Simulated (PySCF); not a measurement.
RbI, SMILES [Rb][I].

The structure is a stationary point at B3LYP-D3(BJ)/def2-TZVPD. The def2 effective core potentials stand for the cores of I, Rb; spin–orbit coupling is left out.

Two levels are set side by side: PBE/def2-TZVPD (PySCF) and M06-2X/def2-TZVPD (PySCF). Same geometry, gas phase. Differences are taken from unrounded values.

```json
[
 {"quantity": "orbital gap (eV)", "M06-2X": "4.88", "PBE": "2.27", "PBE minus M06-2X": "-2.61"},
 {"quantity": "highest occupied level (eV)", "M06-2X": "-6.38", "PBE": "-4.34", "PBE minus M06-2X": "2.04"},
 {"quantity": "lowest empty level (eV)", "M06-2X": "-1.50", "PBE": "-2.06", "PBE minus M06-2X": "-0.56"},
 {"quantity": "dipole moment (D)", "M06-2X": "12.05", "PBE": "11.43", "PBE minus M06-2X": "-0.62"},
 {"quantity": "mean polarisability (bohr³)", "M06-2X": "68.0", "PBE": "83.0", "PBE minus M06-2X": "14.9"}
]
```

PBE's occupied levels lie high since its potential decays too fast outside the molecule; exact exchange lowers them and widens the gap. PBE's more diffuse valence density responds more strongly to a field. Differences between two approximate levels are no errors against the true value.

Rough cost on one machine, each run with all the roots and properties that it gave: M06-2X against PBE about 2 times.
